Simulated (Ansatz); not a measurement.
Wavefunction ladder for ClGaH$_{4}$SeSi (`[SiH3][Se][GaH][Cl]`)

Cartesian coordinates in Å:
```
Si -1.349 -0.617 -0.559
Se 0.896 -0.866 -0.917
Ga 1.579 0.702 0.634
Cl 3.706 0.924 0.759
H -1.580 0.407 0.491
H -1.916 -1.917 -0.126
H -1.997 -0.194 -1.824
H 0.660 1.561 1.543
```

The species carries charge 0 and has multiplicity 1. Correlated methods include outer-core shells of Ga, Se, which these sets cover unevenly. Scalar relativity is left out up to krypton. The geometry is a stationary point of PBE0-D4/def2-TZVP. It is one conformer, not always the lowest. Frozen core, restricted reference, Ansatz.

```csv
basis,HF (Eh),MP2 corr.,CCSD corr.,(T),CCSD(T) total
def2-SVP,-5073.19364,?,-0.70586,-0.02025,?
def2-TZVPP,-5074.00280,?,?,?,?
def2-QZVPP,-5074.11174,-1.38887,–,–,–
```

(1) Fill in the withheld values. (Estimate.)

## Answers

(1) Computed: def2-SVP MP2 corr.: -0.67672; def2-SVP CCSD(T) total: -5073.91975; def2-TZVPP MP2 corr.: -0.80796; def2-TZVPP CCSD corr.: -0.84593; def2-TZVPP (T): -0.03449; def2-TZVPP CCSD(T) total: -5074.88322.
